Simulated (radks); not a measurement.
Spherical quantum dot in the effective-mass picture: electrons in a hard-walled sphere of radius 2.69, with a point charge +1 (a donor) at the centre, all in effective atomic units (hartree* = m*/eps^2 hartree, bohr* = eps/m* bohr), one dielectric constant everywhere. Calculated with a radial shooting solver with Libxc functionals: non-relativistic Kohn-Sham, exchange-only LDA, spin-polarised, spherical densities. Levels are named by radial order and angular momentum (1s, 1p, 1d, 2s, ...), and open shells are averaged over m. Results are scaled to m* = 0.106 and eps = 7.2, for which hartree* = 55.64 meV and bohr* = 3.594 nm.

N = 6, configuration 1s2 1p(up 3, down 1). This is the lowest configuration that the search found. Occupied and some empty levels:

level    occupation  eigenvalue (meV)  <r> (nm)
1s up             1            159.86     4.784
1s down           1            165.40     4.730
1p up             3            199.78     5.911
1p down           1            206.10     5.910
1d up             0            246.55     6.408
1d down           0            252.90     6.414
2s up             0            256.77     4.597
2s down           0            260.85     4.626
1f up             0            303.75     6.741
1f down           0            309.98     6.749

Energy (meV): total 591.215, kinetic 393.09, external -256.74, Hartree 581.78, exchange-correlation -126.91.

Electron density:

r (nm)  n(r) (e/nm^3)
0.232        0.008987
0.715        0.007116
1.20         0.005892
1.68         0.005120
2.17         0.004655
2.65         0.004388
3.13         0.004237
3.62         0.004134
4.10         0.004029
4.58         0.003877
5.07         0.003648
5.55         0.003325
6.04         0.002904
6.52         0.002406
7.00         0.001858
7.48         0.001312
7.97        0.0008135
8.45        0.0004160
8.94        0.0001454
9.42       0.00001622
